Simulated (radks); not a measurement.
Task: The table gives one normalised radial function P(r) = r R(r) (large component) of Ca4+ in [Ne] 3s2 3p4 (r in bohr). Method: Dirac Kohn-Sham, PBE, spin-unpolarised, spherical densities, finite nucleus; open shells fill j = l - 1/2 first; Fermi nuclear charge, rms radius 3.4776 fm; computed with a radial shooting solver on a logarithmic mesh with Libxc functionals.

r	P
0.007132	0.1214
0.008995	0.1469
0.01134	0.1758
0.01442	0.2086
0.01819	0.2416
0.02293	0.2730
0.02892	0.2986
0.03648	0.3117
0.046	0.3040
0.05801	0.2655
0.07375	0.1830
0.093	0.0567
0.1173	-0.1112
0.1479	-0.3001
0.1865	-0.4694
0.2352	-0.5605
0.2967	-0.5120
0.3771	-0.2766
0.4756	0.1088
0.5998	0.5551
0.7564	0.9208
0.954	1.0732
1.203	0.9644
1.517	0.6757
1.929	0.3536
2.432	0.1389
3.068	0.0376
3.869	0.0064

Which n and l does it have? It may be an empty orbital.

Result: n = 3, l = 0: the number of nodes gives n - l - 1 = 2, the rise at small r points to l (this Dirac orbital starts outside the nucleus as r^gamma with gamma = sqrt((l + 1)^2 - (Z/c)^2) = 0.99; the j = 1/2 orbital of l + 1 starts with the same power, but with a smaller coefficient, and then steepens), and the extent must fit the shell. The curve is that of 3s1/2. 3s1/2: eigenvalue -97.498 eV, 2 radial nodes at r = 0.101, 0.448 bohr, <r> = 1.10 bohr, 90 % of the charge inside 1.62 bohr.
